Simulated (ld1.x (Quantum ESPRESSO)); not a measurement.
Pseudopotential generation for scandium (Sc): PAW, PBE, non-relativistic.

ld1.x (Quantum ESPRESSO) 7.5 input, shortened:

```
&input
   title='Sc', zed=21., rel=0, dft='PBE', iswitch=3,
   config='[Ar] 3d1 4s0 4p0'
 /
 &inputp
   pseudotype=3, lpaw=.true., tm=.true., lloc=-2, rcloc=1.55,
   nlcc=.true., new_core_ps=.true.,
   which_augfun='BG', rmatch_augfun=1.65
 /
6
3S  1  0   2.00   0.00  1.60  2.15  0.0
4S  2  0   0.00   0.00  1.60  2.15  0.0
3P  2  1   6.00   0.00  1.60  1.75  0.0
4P  3  1   0.00   0.00  1.60  1.75  0.0
3D  3  2   1.00   0.00  1.45  1.90  0.0
3D  3  2   0.00   3.25  1.45  1.90  0.0
 &test
   configts(1)='3s2 3p6 3d1 4s0 4p0'
 /
```

All-electron outer shells of the reference configuration (PBE, non-relativistic, ld1.x):

```tsv
shell	level (eV)	outermost node (bohr)	outermost maximum (bohr)
2p	-403.17	–	0.23
3s	-69.75	0.43	0.93
3p	-48.89	0.39	0.97
3d	-18.03	–	1.07
4s	-15.79	1.32	2.77
4p	-11.73	1.45	3.22
```

Estimate the cutoffs (Ry, on a coarse ladder) from which the occupation-weighted sum of valence levels, in a spherical-Bessel basis at the reference potential, stays within 10 and 1 mRy of its value at 400 Ry.

30 Ry and 45 Ry.

What does a ghost test show?

No extra level below or beside the all-electron valence levels (s, p, d, f tested).

Is the overlap operator S = 1 + Σ q|β⟩⟨β| positive definite (Bessel basis up to 400 Ry)?

Yes: its lowest eigenvalue is 0.08 (s channel).

Test run stopped at test 1 of 7 (negative rho).
